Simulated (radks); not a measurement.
Excited configurations of the bromine ion Br3+: one electron is placed in a higher orbital outside [Ar] 3d10 4s2 4p1. The ground configuration is [Ar] 3d10 4s2 4p2. All-electron calculation, Dirac Kohn-Sham, PBE, spin-unpolarised, spherical densities, finite nucleus; open shells are shared between the two j in proportion to 2j + 1; Fermi nuclear charge, rms radius 4.1629 fm. Program: a radial shooting solver on a logarithmic mesh with Libxc functionals. Excitation = E - E(ground); binding = E(ion) - E, where the ion is the core of charge +4; n* = 4/sqrt(2 binding) in atomic units, and the quantum defect is n - n*. Eigenvalue and <r> are those of j = l + 1/2.

outer orbital  excitation (eV)  binding (eV)     n*  quantum defect  eigenvalue (eV)  <r> (bohr)
4f                      31.517        14.517  3.872           0.128          -11.976       4.016
5p                      25.516        20.518  3.257           1.743          -17.973       3.887
5d                      31.486        14.548  3.868           1.132          -12.707       5.035
5f                      36.400         9.634  4.754           0.246           -8.328       7.073
6s                      32.038        13.996  3.944           2.056          -12.477       5.981
6f                      39.312         6.722  5.691           0.309           -5.935       10.87
7s                      37.028         9.006  4.916           2.084           -8.092       9.267
7d                      39.556         6.478  5.797           1.203           -5.784       12.18
7f                      41.097         4.937  6.640           0.360           -4.409       15.41

Estimate the row for 6p.

Answer. excitation (eV) 33.872; binding (eV) 12.162; n* 4.231; quantum defect 1.769; eigenvalue (eV) -10.770; <r> (bohr) 6.670. The Delta-SCF ionisation energy is 46.034 eV (NIST Atomic Spectra Database: 47.78 eV, measured). Self-interaction in the functional shifts the binding energies and quantum defects, so they are the method's values and not measured ones. Spin polarisation and multiplet splitting are left out, so open shells lie too high by an amount that depends on their filling. Sharing an open shell by 2j + 1 raises it above the true ground level by a part of the spin-orbit splitting, which enters the differences from NIST.

Beside tabulated values, note that spin-unpolarised runs miss the spin-polarisation part of the exchange energy of open shells.
